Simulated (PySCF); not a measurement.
Ligands exchanged one at a time, Ga Cl-SiH3. Isolated molecules, 0 K electronic values unless said otherwise. Strings in code marks are SMILES.

Calculation: PBE-D3(BJ)/def2-TZVP // ωB97X-D3(BJ)/def2-TZVP in PySCF. Excitations are Tamm–Dancoff values on a coarser integration grid. The basis has no diffuse functions, so Rydberg states are missing or too high.

```
species                                                  T1 excitation (TDA) (eV)  dipole moment (D)  S1 oscillator strength
-------------------------------------------------------  ------------------------  -----------------  ----------------------
0 of 3 Cl replaced by SiH3 (`[Cl][Ga]([Cl])[Cl]`)                            5.01               0.00                   0.000
1 of 3 Cl replaced by SiH3 (`[Cl][Ga]([Cl])[SiH3]`)                          4.21                [?]                     [?]
2 of 3 Cl replaced by SiH3 (`[SiH3][Ga]([Cl])[SiH3]`)                        2.95               1.94                   0.000
3 of 3 Cl replaced by SiH3 (`[SiH3][Ga]([SiH3])[SiH3]`)                      2.64               0.02                     [?]
```

What belongs in the gaps?


- 1 of 3 Cl replaced by SiH3 (`[Cl][Ga]([Cl])[SiH3]`), dipole moment (D): 2.55
- 1 of 3 Cl replaced by SiH3 (`[Cl][Ga]([Cl])[SiH3]`), S1 oscillator strength: 0.010
- 3 of 3 Cl replaced by SiH3 (`[SiH3][Ga]([SiH3])[SiH3]`), S1 oscillator strength: 0.000
